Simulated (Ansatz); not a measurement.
Relaxation of a periodic cell of 27 atoms, H16SO10 (contents 8 H2O + 1 SO2, density as packed 1.00 g/cm³ with natural masses), to a largest force component of 0.3 eV/Å in at most 15 steps.

All numbers below come from Ansatz, DFT PBE-D3(BJ), scalar-relativistic, plane waves, PAW. Settings: accuracy low, cutoff 420 eV, k mesh 1x1x1, fermi-dirac smearing 0.02 eV, no spin polarisation.

```xyz
27
Lattice="7.0163 0.0000 0.0000 0.0000 7.0163 0.0000 0.0000 0.0000 7.0163" Properties=species:S:1:pos:R:3
O 3.094 3.221 5.844
H 2.224 3.186 6.268
H 3.143 2.395 5.340
O 1.951 3.054 2.773
H 1.567 3.043 1.884
H 2.906 3.027 2.615
O 0.135 0.026 6.588
H 0.607 0.653 7.155
H 0.207 0.411 5.702
O 5.444 1.462 3.541
H 6.093 1.990 3.054
H 5.017 0.926 2.856
O 6.940 4.597 4.968
H 7.084 5.332 4.354
H 6.632 3.875 4.401
O 3.938 5.269 0.989
H 4.787 5.729 1.076
H 3.689 5.064 1.902
O 0.914 6.453 2.560
H 0.882 7.404 2.381
H 1.860 6.251 2.591
O 6.174 2.718 1.218
H 6.866 2.117 1.531
H 6.054 2.473 0.288
S 2.840 6.372 5.508
O 3.904 6.067 4.530
O 2.870 7.647 6.251
```

**Question.** Where does it end, and by what steps?

**Answer.** The forces met the threshold. The threshold is loose, so the end isn't yet a minimum. The force dipped under the threshold on the way, but the program's further checks kept it going. Limits of this set-up: coarse k mesh, low accuracy level. After 13 steps the energy has fallen by 3.067 eV; H24 moved furthest, 1.46 Å.

```json
{"step": "0", "energy less start (eV)": "0.0000", "largest force component (eV/Å)": "0.865", "accepted": "yes"}
{"step": "1", "energy less start (eV)": "-0.6328", "largest force component (eV/Å)": "1.436", "accepted": "yes"}
{"step": "2", "energy less start (eV)": "-1.0815", "largest force component (eV/Å)": "2.734", "accepted": "yes"}
{"step": "3", "energy less start (eV)": "-1.5399", "largest force component (eV/Å)": "2.645", "accepted": "yes"}
{"step": "4", "energy less start (eV)": "-1.9216", "largest force component (eV/Å)": "1.048", "accepted": "yes"}
{"step": "5", "energy less start (eV)": "-2.1435", "largest force component (eV/Å)": "0.731", "accepted": "yes"}
{"step": "6", "energy less start (eV)": "-2.3326", "largest force component (eV/Å)": "1.243", "accepted": "yes"}
{"step": "7", "energy less start (eV)": "-2.4902", "largest force component (eV/Å)": "1.251", "accepted": "yes"}
{"step": "8", "energy less start (eV)": "-2.6572", "largest force component (eV/Å)": "0.811", "accepted": "yes"}
{"step": "9", "energy less start (eV)": "-2.7519", "largest force component (eV/Å)": "1.380", "accepted": "yes"}
{"step": "10", "energy less start (eV)": "-2.8756", "largest force component (eV/Å)": "0.985", "accepted": "yes"}
{"step": "11", "energy less start (eV)": "-2.9728", "largest force component (eV/Å)": "0.737", "accepted": "yes"}
{"step": "12", "energy less start (eV)": "-3.0666", "largest force component (eV/Å)": "0.198", "accepted": "yes"}
{"step": "13", "energy less start (eV)": "-3.0666", "largest force component (eV/Å)": "0.199", "accepted": "yes"}
```

```xyz
27
Lattice="7.0163 0.0000 0.0000 0.0000 7.0163 0.0000 0.0000 0.0000 7.0163" Properties=species:S:1:pos:R:3
O 2.707 3.203 5.915
H 1.870 3.497 5.492
H 2.818 2.276 5.628
O 1.656 2.022 2.741
H 0.948 2.450 2.191
H 2.504 2.305 2.359
O -0.427 0.900 6.476
H 0.522 0.704 6.381
H -0.714 1.179 5.570
O 5.527 1.622 3.977
H 5.801 1.937 3.080
H 4.990 0.826 3.820
O 7.407 4.556 4.894
H 7.526 5.189 4.145
H 6.835 3.852 4.542
O 5.088 5.298 1.130
H 5.701 5.982 0.790
H 4.954 5.561 2.062
O 0.927 6.387 2.830
H 1.197 7.343 2.864
H 1.552 5.998 2.197
O 6.340 2.719 1.504
H 6.354 2.139 0.694
H 5.915 3.571 1.241
S 3.163 5.965 5.455
O 4.036 6.030 4.280
O 2.625 7.249 5.913
```

Run time: 16 s on 1 thread of Intel(R) Xeon(R) 6975P-C (Granite Rapids) (shared host), peak memory 0.46 GiB.
